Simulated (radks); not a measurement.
These are the eigenvalues of the occupied orbitals of an atom or ion with whole-number occupations (eV). Method: non-relativistic Kohn-Sham, HCTH/407, spin-polarised, spherical densities, point nucleus; computed with a radial shooting solver on a logarithmic mesh with Libxc functionals.

| orbital | eigenvalue |
|---|---|
| 1s up | -3581.630 |
| 1s down | -3580.046 |
| 2s up | -426.8598 |
| 2s down | -425.6023 |
| 2p up | -357.4194 |
| 2p down | -355.5855 |
| 3s up | -100.1570 |
| 3p up | -82.0102 |
| 4s up | -36.9811 |

Which element is it, and in what charge state? The configuration may be excited. Open shells, if any, are filled with parallel spins first.

Answer. Z = 19, potassium, charge +4: K4+ in [Ne] 3s1 3p3 4s1. The list shows which subshells hold electrons but not how many an open one holds; the 1s level, -131.62 hartree, gives Z - s = 16.2 by -(Z - s)^2/2, which with screening narrows Z to a few neighbours, and the depths of the outer levels then fix element, charge and occupations together.
